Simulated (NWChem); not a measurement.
Species: GeHCl$_{3}$; SMILES [Cl][GeH]([Cl])[Cl]

Results from NWChem. Pople sets run with spherical d functions. Medium grid unless said otherwise, to which SCAN and Minnesota functionals are sensitive. Geometry: optimised at PBE0/def2-SVP. Level r2SCAN/6-31G*: single points from the atomic guess with DIIS by default; each run changes one setting, and all converged runs end within 0.3 mHa of each other. NWChem's automatic level shift, which a small gap switches on, acted in some of these runs.

Question: Which setting needs the most SCF iterations, or fails (defaults; DIIS on 20 Fock matrices; no level shifting; core-Hamiltonian guess; level shift of 0.5 Ha throughout; DIIS on 3 Fock matrices)?

Answer: core-Hamiltonian guess, with 20 against 8 for the defaults.
```
setting                           SCF iterations
--------------------------------  --------------
defaults                                       8
level shift of 0.5 Ha throughout              12
no level shifting                              8
DIIS on 20 Fock matrices                       7
DIIS on 3 Fock matrices                        8
core-Hamiltonian guess                        20
```
